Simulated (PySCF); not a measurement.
## Solvent effects on NMR parameters

Mapped SMILES: `[CH3:1][B:2]([CH3:3])[c:4]1[cH:5][cH:6][cH:7][o:8]1` (H(Xn): hydrogen on atom n).

GIAO PBE0/pcSseg-1 in PySCF 2.14 on one PBE0-D3(BJ)/def2-SVP conformer, non-relativistic, equivalent nuclei averaged. Solvents enter as an IEF-PCM continuum (benzene with ε = 2.3, water with ε = 78.4) around the gas-phase geometry. Shifts are referred to TMS, BF3·OEt2 computed in the same medium.

In benzene, δ in ppm: C4 169.2, C7 155.3, C5 134.1, C6 117.6, C1/C3 10.5, B2 65.7, H(C7) 7.85, H(C5) 7.68, H(C6) 6.81, H(C1)/H(C3) 1.04. Dipole moment 1.31 D.

Task: How does each δ change in the more polar medium?

Result: 
```
      atoms                                          environment  Δδ, water
         C4  substituted aromatic carbon next to the ring oxygen       +0.2
         C7                  aromatic CH next to the ring oxygen       +1.8
         C5                                          aromatic CH       +1.5
         C6                                          aromatic CH       +1.1
      C1/C3                            methyl carbon bonded to B       +0.1
         B2                                  boron bonded to 3 C       +0.3
      H(C7)   hydrogen on an aromatic CH next to the ring oxygen      +0.16
      H(C5)                           hydrogen on an aromatic CH      +0.18
      H(C6)                           hydrogen on an aromatic CH      +0.18
H(C1)/H(C3)              hydrogen on a methyl carbon bonded to B      +0.01
```

Changes are relative to benzene. The dipole moment becomes 1.52 D in water.

Task: Which nuclei move most (in ppm), and what does the model miss?

Result: C7 (aromatic CH next to the ring oxygen, +1.8 ppm) in water. A continuum only polarises the solute; specific hydrogen bonds, the anisotropy of aromatic solvents and changes of geometry or conformer are outside it.
